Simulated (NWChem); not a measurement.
Molecule: NH₃Se; SMILES N[SeH]

```xyz
5

Se     0.0530    -0.3959     0.0000
H     -1.4234    -0.6625     0.0000
N      0.1044     1.4796     0.0000
H     -0.3647     1.8390     0.8276
H     -0.3647     1.8390    -0.8276
```
Atoms are numbered in this order, from 1.

Computed with NWChem. Pople sets run with spherical d functions. Structure relaxed at the B3LYP/6-31G* (spherical d) level. GIAO values for the isolated, static molecule; σ is the absolute isotropic shielding, δ = σ(reference) − σ with the isolated reference molecule computed at the same levels (1H: tetramethylsilane, 15N: ammonia). Spin-orbit effects, on the heavy nuclei and on their neighbours, are missing.

### Question
Predict the results for B3LYP/6-31G*. Quantities: σ Se1 (ppm); δ H2 (ppm); δ N3 (ppm); δ H4 (ppm).

### Answer
```yaml
"σ Se1 (ppm)": 1430.7
"δ H2 (ppm)": 4.83
"δ N3 (ppm)": 0.1
"δ H4 (ppm)": 1.01
```
